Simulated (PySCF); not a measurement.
A structure optimised at B3LYP-D3(BJ)/def2-SVP, used in a PySCF frequency run:

```xyz
8

C      1.6647    -0.1337    -0.8206
Te    -0.0156    -0.0115     0.3738
C     -1.4142     0.1547    -1.2809
H      2.6378    -0.2512    -0.3393
H      1.6098     0.1779    -1.8662
H     -1.1770     1.0543    -1.8627
H     -1.3389    -0.7448    -1.9041
H     -2.4240     0.2376    -0.8577
```
Charge 0, spin multiplicity 2.

Problem. Write its SMILES and formula.

Solution. [CH2][Te]C, C2H5Te

Problem. What are its rotational constants (standard atomic weights)?

Solution. 9.2135, 6.2472, 3.8195 GHz
